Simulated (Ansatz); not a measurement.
System: CH₄BS₂ (charge 0, doublet). It need not be the lowest isomer of its formula. SMILES: [CH2]B(S)S
Coordinates optimised at B3LYP-D3(BJ)/def2-TZVP (Ansatz, a quantum-chemistry and plane-wave program):
```
B
C 1 1.5158
H 2 1.0840 1 122.94
H 2 1.0846 3 114.56 1 180.00
S 1 1.8138 2 123.17 3 0.00
H 5 1.3437 1 97.56 2 0.00
S 1 1.8150 2 117.37 3 180.00
H 7 1.3442 1 99.11 2 180.00
```
Charge 0, spin multiplicity 2.

Parts of the frozen-core correlation energy in aug-cc-pV(Q+d)Z (Ansatz, hartree). Frozen orbitals: 12; correlated occupied orbitals by spin: 12 and 11; virtual: 498 and 499. Open shells are spin-unrestricted. No spin-orbit coupling. Non-relativistic.

```json
[
 {"term": "reference (HF)", "value": "-860.04646"},
 {"term": "MP2 opposite-spin", "value": "-0.50263"},
 {"term": "MP2 same-spin", "value": "-0.14369"},
 {"term": "CCSD correlation", "value": "-0.69224"},
 {"term": "(T)", "value": "-0.03439"},
 {"term": "T1 diagnostic", "value": "0.016"},
 {"term": "largest doubles amplitude", "value": "0.016"},
 {"term": "<S^2> of the reference", "value": "0.761"}
]
```
